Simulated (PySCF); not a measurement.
Species: C5H11NOSi2.
SMILES with atom numbers: `[CH:1]#[C:2][CH2:3][C@@H:4]1[CH2:5][SiH2:6][O:7][Si@H:8]1[NH2:9]`

Geometry (GFN2-xTB, Å), atoms numbered from 1 in this order:
```xyz
20
C5H11NOSi2 angstrom
C      3.7370    0.2425   -0.1517
C      2.6349    0.6226   -0.4223
C      1.2814    1.0436   -0.7223
C      0.2459    0.1864    0.0148
C      0.3558   -1.3000   -0.3678
Si    -1.3273   -2.1106    0.0020
O     -2.2836   -0.7846   -0.1100
Si    -1.5744    0.6816   -0.2753
N     -2.1554    1.6570    1.0166
H      4.7082   -0.0808    0.0774
H      1.1649    2.0925   -0.4315
H      1.1213    0.9740   -1.8027
H      0.4516    0.2711    1.0883
H      1.2053   -1.7659    0.1322
H      0.5572   -1.3733   -1.4405
H     -1.7925   -3.0267   -1.0328
H     -1.4601   -2.6271    1.3605
H     -1.8616    1.1165   -1.6455
H     -1.8824    2.6246    1.0492
H     -3.1314    1.5674    1.2487
```

Definitions: NICS(0) = −σiso at the ring centroid; NICS(1) = −σiso and NICS(1)zz = −σzz at ±1 Å along the ring normal z. Level: GIAO PBE0/pcSseg-1 (PySCF, non-relativistic, gas phase) on the GFN2-xTB geometry, one conformer.

Ring bond lengths (Å), with Mayer bond orders in brackets: C4–C5 1.539 (0.99), C5–Si6 1.904 (0.91), Si6–O7 1.639 (0.93), O7–Si8 1.637 (0.94), Si8–C4 1.909 (0.82).

Problem. Give the NICS values of each ring in ppm.

Solution. 
| ring | type | NICS(0) | NICS(1), two faces | NICS(1)zz, two faces | rms pucker (Å) | centre to ring atoms, mean (Å) |
| --- | --- | --- | --- | --- | --- | --- |
| C4–C5–Si6–O7–Si8 | 5-membered ring with O and 2 Si; formal bonds all single | -4.4 | -2.9 / -2.5 | -1.3 / -0.5 | 0.15 | 1.46 |

Problem. What do they say, and how far can they be read as aromaticity?

Solution. 
- C4–C5–Si6–O7–Si8: mean NICS(1)zz -0.9 ppm, near zero. C4, C5, Si6, Si8 have four or more neighbours, and the NICS criterion for π rings isn't applied.

Problem. What is the mean of the two in-plane components of NICS at the second NICS(1) probe listed for ring C4–C5–Si6–O7–Si8, 1 Å off the ring?

Solution. The isotropic value is a third of the trace: (3 × -2.5 − (-0.5))/2 = -3.5 ppm.
